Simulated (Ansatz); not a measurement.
`C[Si](Cl)(Cl)[GeH3]` + H₂ → `C[SiH](Cl)Cl` + GeH₄ at 600 K and 1 bar (hydrogenolysis of the Si–Ge bond).

Gas-phase electronic energies from Ansatz, PBE0-D4/def2-TZVP geometries. CCSD(T)/CBS is the MP2 limit (def2-TZVPP, def2-QZVPP) plus CCSD(T) − MP2 in def2-TZVPP, frozen cores. This one scheme is used for every species. For Ge outer-core shells are correlated without core-valence functions, which leaves a few kJ/mol of doubt a bond. Scalar relativity is left out up to krypton.

| species | CCSD(T)/CBS energy (Eh) | H − E (kJ/mol) | S (J/(mol·K)) |
| --- | --- | --- | --- |
| `C[Si](Cl)(Cl)[GeH3]` | -3326.53256 | 243.6 | 514.1 |
| H₂ | -1.17544 | 43.9 | 150.8 |
| `C[SiH](Cl)Cl` | -1249.21450 | 180.0 | 404.3 |
| GeH₄ | -2078.49493 | 105.8 | 256.4 |

H − E and S are ideal-gas, rigid-rotor, harmonic terms from PBE0-D4/def2-TZVP. For small species the MP2-based limit differs from directly extrapolated CCSD(T) by up to some mEh (0.8 for H₂); such offsets cancel only in part. 1 Eh = 2625.50 kJ/mol, R = 8.31446 J/(mol·K).

By hand: ΔE, ΔH, ΔS and ΔG.

ΔE = (-1249.21450) + (-2078.49493) − (-3326.53256) − (-1.17544) = -0.00143 Eh = -3.8 kJ/mol. Δ(H − E) = 180.0 + 105.8 − 243.6 − 43.9 = -1.7, so ΔH = -5.5 kJ/mol. ΔS = 404.3 + 256.4 − 514.1 − 150.8 = -4.2 J/(mol·K). ΔG = -5.5 − 600 × (-4.2)/1000 = -3.0 kJ/mol.

By hand: the equilibrium constant, and the temperature at which ΔG would vanish if ΔH and ΔS stayed fixed.

log₁₀ K = −ΔG/(RT ln 10) = 0.3. ΔG = 0 at ΔH/ΔS = 1310 K, though so small a ΔH makes that figure unsure.

TΔS isn't small against ΔH here. The sign of ΔG lies within the doubt. A doubt of 5 kJ/mol in ΔE shifts log₁₀ K by 0.4 here. These are equilibria of isolated gas molecules and say nothing of rates. Largest T1 diagnostic: 0.012 (customary marks: 0.02 for closed shells, 0.045 for open ones).
